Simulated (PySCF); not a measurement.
HClF$_{2}$SeSi (SMILES F[Si](F)(Cl)[SeH]), singlet, geometry from GFN2-xTB.

Input for PySCF:
```python
from pyscf import gto, scf, dft

mol = gto.Mole()
mol.atom = '''
    F    -1.239944   -1.186274   -1.003341
    Si   -0.566782   -0.302268    0.137841
    F    -0.482854   -1.355046    1.333773
    Cl   -1.793834    1.179763    0.617431
    Se    1.523797    0.215454   -0.474659
    H     2.126206   -0.277778    0.738426
'''
mol.basis = 'sto-3g'
mol.charge = 0
mol.spin = 0
mol.verbose = 4
mol.max_memory = 1800
mol.build()

mf = dft.RKS(mol)
mf.xc = 'pbe0'
mf = mf.density_fit(auxbasis='def2-universal-jkfit')
mf.kernel()
```

Question: Predict the HOMO energy from DF-PBE0/STO-3G (PySCF).

Answer: -5.12 eV

Question: What Mulliken (on the basis functions themselves) charges in atom order does DF-PBE0/STO-3G give?

Answer: F1 -0.22, Si2 0.91, F3 -0.23, Cl4 -0.33, Se5 -0.15, H6 0.02

Question: What total energy does DF-PBE0/STO-3G give?

Answer: -3313.0831 Eh

Question: Give the HOMO-LUMO gap at the level DF-PBE0/STO-3G.

Answer: 8.13 eV
